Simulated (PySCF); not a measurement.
Compound: (F)3Hf-O-SiH3 (singlet state).
Bonds: Hf1–F2, Hf1–F3, Hf1–F4, Hf1–O5, O5–Si6. Hydrogens: H7, H8, H9 on Si6.

Method: PBE0-D3(BJ)/def2-SVP geometry optimisation, gas phase, def2 core potentials past Kr in PySCF 2.14.0; density fitting, grid level 1; the optimiser is geomeTRIC in internal coordinates, started from a GFN2-xTB structure with every atom displaced at random (about 0.03 Å).

Step 14: E = -19416.5327 eV
```
atom  x, y, z in Å  |  force x, y, z in eV/Å
Hf1    -1.1651   -0.7730   -1.0696    0.004   0.004   0.027
F2     -2.6832    0.3453   -1.3899    0.010  -0.020   0.009
F3     -1.7348   -2.4472   -0.3465   -0.019  -0.006  -0.009
F4     -0.2194   -1.0679   -2.7007    0.026   0.011  -0.043
O5      0.0445    0.0789    0.1669   -0.043  -0.004  -0.019
Si6     1.2142    0.7922    1.1203    0.013  -0.007  -0.019
H7      2.2484   -0.2236    1.4680    0.015  -0.008   0.009
H8      0.5865    1.3147    2.3653   -0.021   0.017   0.033
H9      1.8416    1.9112    0.3605    0.014   0.013   0.012
```

Step 15: E = -19416.5337 eV
```
atom  x, y, z in Å  |  force x, y, z in eV/Å
Hf1    -1.1648   -0.7734   -1.0705    0.030  -0.004   0.044
F2     -2.6846    0.3417   -1.3864   -0.012   0.002   0.002
F3     -1.7343   -2.4461   -0.3444   -0.018  -0.015  -0.015
F4     -0.2163   -1.0599   -2.7014    0.021  -0.005  -0.047
O5      0.0450    0.0769    0.1670   -0.088  -0.024  -0.043
Si6     1.2121    0.7903    1.1203    0.078   0.030  -0.010
H7      2.2474   -0.2244    1.4694    0.005  -0.007   0.017
H8      0.5844    1.3194    2.3623   -0.022   0.011   0.035
H9      1.8439    1.9060    0.3580    0.006   0.011   0.017
```

Step 16: E = -19416.5359 eV
```
atom  x, y, z in Å  |  force x, y, z in eV/Å
Hf1    -1.1600   -0.7785   -1.0756    0.020   0.023   0.040
F2     -2.6801    0.3427   -1.3675    0.006  -0.001  -0.005
F3     -1.7410   -2.4427   -0.3384    0.000  -0.014  -0.023
F4     -0.2316   -1.0631   -2.7199    0.000  -0.026  -0.021
O5      0.0644    0.0698    0.1498   -0.101  -0.036  -0.051
Si6     1.2126    0.7897    1.1199    0.112   0.065   0.011
H7      2.2519   -0.2169    1.4831   -0.014  -0.005   0.020
H8      0.5632    1.3191    2.3522   -0.013  -0.005   0.018
H9      1.8535    1.9104    0.3708   -0.011   0.000   0.011
```

Q: Estimate the geometry and energy of step 17. (The exact step hangs on the optimiser's Hessian estimate; all steps are aligned on step 16, rigid shifts and turns removed.)

A: E = -19416.5376 eV, largest force 0.073 eV/Å
```
atom  x, y, z in Å  |  force x, y, z in eV/Å
Hf1    -1.1568   -0.7809   -1.0789    0.038   0.001   0.015
F2     -2.6763    0.3430   -1.3551   -0.012   0.019  -0.013
F3     -1.7443   -2.4406   -0.3362    0.012  -0.011  -0.021
F4     -0.2460   -1.0708   -2.7336   -0.018  -0.031   0.007
O5      0.0769    0.0675    0.1367   -0.043  -0.001  -0.011
Si6     1.2151    0.7915    1.1193    0.059   0.041   0.015
H7      2.2531   -0.2130    1.4933   -0.019   0.001   0.012
H8      0.5498    1.3169    2.3467    0.000  -0.013  -0.004
H9      1.8613    1.9170    0.3823   -0.017  -0.006  -0.001
```

The energy changes by -0.0017 eV. The first-order estimate −F·Δx gives -0.0004 eV and the mean of the old and new forces, exact on a quadratic surface, -0.0002 eV. The step makes an angle of 87° with the force vector and moves no atom by more than 0.021 Å.

What follows is the cost of the whole optimisation. Hardware: one thread of an Intel Xeon Platinum 8259CL at 2.50 GHz (shared host). Cost: 4.2 min, 0.48 GiB resident at most.
